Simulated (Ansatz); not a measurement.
Basis-set extrapolation for `c1ccc2c(c1)Cc1ccccc1-2` (PBE0-D4/def2-TZVP geometry, frozen core, Ansatz). Multiplicity 1, RHF reference.

```
                      def2-TZVPP   def2-QZVPP
                 HF  -498.302603  -498.322603
    MP2 correlation    -2.034444    -2.161970
CCSD(T) correlation    -2.179257      not run
```

Energies in hartree. Use E(X) = E(∞) + A·exp(−7.88·√X) for Hartree–Fock and E(X) = E(∞) + B·X^(−2.97) for correlation, with X = 3 and 4, and add CCSD(T) minus MP2 of the smaller set to the MP2 limit.

Question: What is the CCSD(T) energy at the basis-set limit?

Answer: HF limit: -498.322603 + (-0.020000) × 0.13774 = -498.32536. MP2 limit: -2.161970 + (-0.127526) × 0.74074 = -2.25643. Higher-order term: -2.179257 − (-2.034444) = -0.14481. Total: -500.72660 hartree, 642.6 kJ/mol below CCSD(T)/def2-TZVPP.
